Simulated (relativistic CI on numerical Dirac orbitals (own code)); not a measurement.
# Ligand-field terms of d3

Computed with a parametric ligand-field model of a d^n configuration (Racah B and C, spin-orbit zeta, crystal field), exact diagonalisation.

Field parameters in Wybourne normalisation: D3d B²₀ = −7Dσ, B⁴₀ = −14Dq − 21Dτ, B⁴₃ = −14√(10/7) Dq; D4h B²₀ = −7Ds, B⁴₀ = 21(Dq − Dt), B⁴₄ = 21√(5/14) Dq; Oh B⁴₀ = 21Dq, B⁴₄ = √(5/14) B⁴₀; Td as Oh with Dq negative (B⁴₀ = 21Dq, B⁴₄ = √(5/14) B⁴₀). The field is a parameter set, without covalency.

(1) Ground term and bands for B = 760, C = 2840, ζ = 0 cm⁻¹, D4h, 10Dq = 18100, Ds = -310, Dt = 110 cm⁻¹?

(2) Ground term and bands for B = 750, C = 3240, ζ = 0 cm⁻¹, Oh, 10Dq = 22450 cm⁻¹?

(3) A d3 ion in Td symmetry has the ground term 4T1 and bands at 4T2 2024 cm⁻¹, 4A2 4474 cm⁻¹ (2235 nm), 4T1 15098 cm⁻¹ (662 nm), 2E 15916 cm⁻¹ (628 nm), 2T2 16991 cm⁻¹ (589 nm), 2T1 17178 cm⁻¹ (582 nm). Which parameters reproduce them?

(4) Ground term and bands for B = 550, C = 2740, ζ = 0 cm⁻¹, D3d, 10Dq = 17400, Dσ = -1200, Dτ = -360 cm⁻¹?

(5) Ground term and bands for B = 740, C = 3830, ζ = 0 cm⁻¹, D4h, 10Dq = 23400, Ds = 3000, Dt = 160 cm⁻¹?

Results:

(1) Ground term 4B1 with 0.00 electrons in the two orbitals of the cubic e set. Spin-allowed: 4E 17126 cm⁻¹ (584 nm), 4B2 18100 cm⁻¹ (552 nm), 4E 24364 cm⁻¹ (410 nm), 4A2 25894 cm⁻¹ (386 nm). Lowest spin-forbidden: 2B1 14010 cm⁻¹ (714 nm), 2A1 14084 cm⁻¹ (710 nm), 2E 14483 cm⁻¹ (690 nm).

(2) Ground term 4A2 with 0.00 electrons in the two orbitals of the cubic e set. Spin-allowed: 4T2 22450 cm⁻¹ (445 nm), 4T1 30252 cm⁻¹ (331 nm), 4T1 48348 cm⁻¹ (207 nm). Lowest spin-forbidden: 2E 15353 cm⁻¹ (651 nm), 2T1 15993 cm⁻¹ (625 nm), 2T2 23583 cm⁻¹ (424 nm). With an A2 ground term the first spin-allowed band lies at |10Dq| itself.

(3) B = 900, C = 4190, ζ = 0 cm⁻¹, Td, 10Dq = -2450 cm⁻¹.

(4) Ground term 4A2 with 0.00 electrons in the two orbitals of the cubic e set. Spin-allowed: 4E 13890 cm⁻¹ (720 nm), 4A1 18060 cm⁻¹ (554 nm), 4E 22047 cm⁻¹ (454 nm), 4A2 23315 cm⁻¹ (429 nm). Lowest spin-forbidden: 2E 9426 cm⁻¹ (1061 nm), 2E 12486 cm⁻¹ (801 nm), 2A2 12965 cm⁻¹ (771 nm).

(5) Ground term 4B1 with 0.00 electrons in the two orbitals of the cubic e set. Spin-allowed: 4A2 18895 cm⁻¹ (529 nm), 4E 20121 cm⁻¹ (497 nm), 4B2 23400 cm⁻¹ (427 nm), 4E 36779 cm⁻¹ (272 nm). Lowest spin-forbidden: 2E 13136 cm⁻¹ (761 nm), 2A1 16768 cm⁻¹ (596 nm), 2B1 17198 cm⁻¹ (581 nm).
